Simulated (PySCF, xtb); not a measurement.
C2H8O2Si, SMILES CO[Si@@H](C)O.

GFN2-xTB (xtb) at its own geometry gives an orbital gap of 7.23 eV and a dipole moment of 1.26 D.

Geometry optimised at r2SCAN-D4/def2-SVP. The structure was generated by enumeration; whether it is a known compound was not checked. One conformer was computed; it need not be the lowest.

Task: What does PBE/def2-TZVP (PySCF) give? (The exact figures need the calculation; the answer reports its results.)

Result: gap 6.45 eV (levels -6.52 and -0.07 eV), dipole 0.63 D.
